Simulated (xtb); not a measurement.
F₃In, charge -1, doublet, geometry from GFN2-xTB (such geometries of metal compounds can be far from the true shape) (a state made from the parent by changing its charge; the spin is typed, not shown lowest); xtb with GFN2-xTB.

The xtb input:
```
$ xtb mol.xyz --gfn 2 --chrg -1 --uhf 1 --grad --json

# file mol.xyz
4

In    -0.00000000     0.00000000    -0.00000000
F     -1.95003473    -1.18606829     0.03491373
F      0.01763842     2.14457977    -0.78171535
F      1.93239631    -0.95851148     0.74680162
```

Question: Predict the main parts of the log of this xtb run.

Answer: 
```
   ID    Z sym.   atoms
    1   49 In     1
    2    9 F      2-4

           -------------------------------------------------
          |                Calculation Setup                |
           -------------------------------------------------

           -------------------------------------------------
          |                 G F N 2 - x T B                 |
           -------------------------------------------------

          ...................................................
          :                      SETUP                      :
          :.................................................:
          :  # basis functions                  22          :
          :  # atomic orbitals                  21          :
          :  # shells                            9          :
          :  # electrons                        25          :
          :  max. iterations                   250          :
          :  Hamiltonian                  GFN2-xTB          :
          :  restarted?                      false          :
          :  GBSA solvation                  false          :
          :  PC potential                    false          :
          :  electronic temp.          300.0000000     K    :
          :  accuracy                    1.0000000          :
          :  -> integral cutoff          0.2500000E+02      :
          :  -> integral neglect         0.1000000E-07      :
          :  -> SCF convergence          0.1000000E-05 Eh   :
          :  -> wf. convergence          0.1000000E-03 e    :
          :  Broyden damping             0.4000000          :
          :  net charge                         -1          :
          :  unpaired electrons                  1          :
          ...................................................

 iter      E             dE          RMSdq      gap      omega  full diag
   1    -15.8039146 -0.158039E+02  0.190E+01    5.81       0.0  T
   2    -15.8180194 -0.141048E-01  0.104E+01    6.20       1.0  T
   3    -15.8180218 -0.240965E-05  0.250E+00    5.96       1.0  T
   4    -15.8183913 -0.369462E-03  0.258E-01    5.96       1.0  T
   5    -15.8183690  0.222584E-04  0.220E-01    6.00       1.0  T
   6    -15.8183985 -0.294984E-04  0.142E-02    6.00       3.5  T
   7    -15.8183985  0.176862E-07  0.573E-03    6.00       8.7  T
   8    -15.8183985 -0.464095E-07  0.309E-04    6.00     161.6  T
   9    -15.8183985 -0.123634E-10  0.237E-04    6.00     210.8  T

   *** convergence criteria satisfied after 9 iterations ***

         :::::::::::::::::::::::::::::::::::::::::::::::::::::
         ::                     SUMMARY                     ::
         :::::::::::::::::::::::::::::::::::::::::::::::::::::
         :: total energy             -15.818165013002 Eh    ::
         :: gradient norm              0.000000792800 Eh/a0 ::
         :: HOMO-LUMO gap              6.001076578753 eV    ::
         ::.................................................::
         :: SCC energy               -15.818397876444 Eh    ::
         :: -> isotropic ES            0.182501693357 Eh    ::
         :: -> anisotropic ES          0.005390431042 Eh    ::
         :: -> anisotropic XC         -0.000931824605 Eh    ::
         :: -> dispersion             -0.001470622843 Eh    ::
         :: repulsion energy           0.000232863441 Eh    ::
         :: add. restraining           0.000000000000 Eh    ::
         :: total charge              -1.000000000000 e     ::
         :::::::::::::::::::::::::::::::::::::::::::::::::::::

           -------------------------------------------------
          |                Property Printout                |
           -------------------------------------------------

    * Orbital Energies and Occupations

         #    Occupation            Energy/Eh            Energy/eV
      -------------------------------------------------------------
         1        2.0000           -0.5681269             -15.4595
         2        2.0000           -0.5681269             -15.4595
         3        2.0000           -0.5617108             -15.2849
         4        2.0000           -0.3361882              -9.1481
         5        2.0000           -0.2786309              -7.5819
         6        2.0000           -0.2786308              -7.5819
         7        2.0000           -0.2727887              -7.4230
         8        2.0000           -0.2727886              -7.4230
         9        2.0000           -0.2721661              -7.4060
        10        2.0000           -0.2705103              -7.3610
        11        2.0000           -0.2705102              -7.3610
        12        2.0000           -0.2680490              -7.2940
        13        1.0000           -0.2170374              -5.9059 (HOMO)
        14                          0.0034981               0.0952 (LUMO)
        15                          0.1076798               2.9301
        16                          0.1076798               2.9301
        17                          0.1669011               4.5416
        18                          0.1669011               4.5416
        19                          0.2839976               7.7280
        20                          0.5628994              15.3173
        21                          0.5628994              15.3173
      -------------------------------------------------------------
                  HL-Gap            0.2205355 Eh            6.0011 eV
             Fermi-level           -0.1746179 Eh           -4.7516 eV

     #   Z          covCN         q      C6AA      α(0)
     1  49 In       1.816     0.329   362.254    42.382
     2   9 F        0.605    -0.443    14.122     4.433
     3   9 F        0.605    -0.443    14.122     4.433
     4   9 F        0.605    -0.443    14.122     4.433

 Mol. C6AA /au·bohr⁶  :        865.652041
 Mol. C8AA /au·bohr⁸  :      74672.334271
 Mol. α(0) /au        :         55.679545

Wiberg/Mayer (AO) data.
largest (>0.10) Wiberg bond orders for each atom

 ---------------------------------------------------------------------------
     #   Z sym  total        # sym  WBO       # sym  WBO       # sym  WBO
 ---------------------------------------------------------------------------
     1  49 In   2.240 --     2 F    0.747     4 F    0.747     3 F    0.747
     2   9 F    0.932 --     1 In   0.747
     3   9 F    0.932 --     1 In   0.747
     4   9 F    0.932 --     1 In   0.747
 ---------------------------------------------------------------------------

Topologies differ in total number of bonds
Writing topology from bond orders to xtbtopo.mol

molecular dipole:
                 x           y           z       tot (Debye)
 q only:       -0.000      -0.000       0.000
   full:       -0.000      -0.000       0.000       0.000
molecular quadrupole (traceless):
                xx          xy          yy          xz          yz          zz
 q only:       -5.519      -1.183      -4.067      -3.229       5.774       9.586
  q+dip:       -5.766      -1.235      -4.248      -3.374       6.031      10.014
   full:       -7.178      -1.538      -5.288      -4.200       7.508      12.466

           -------------------------------------------------
          | TOTAL ENERGY              -15.818165013002 Eh   |
          | GRADIENT NORM               0.000000792800 Eh/α |
          | HOMO-LUMO GAP               6.001076578753 eV   |
           -------------------------------------------------

normal termination of xtb
```
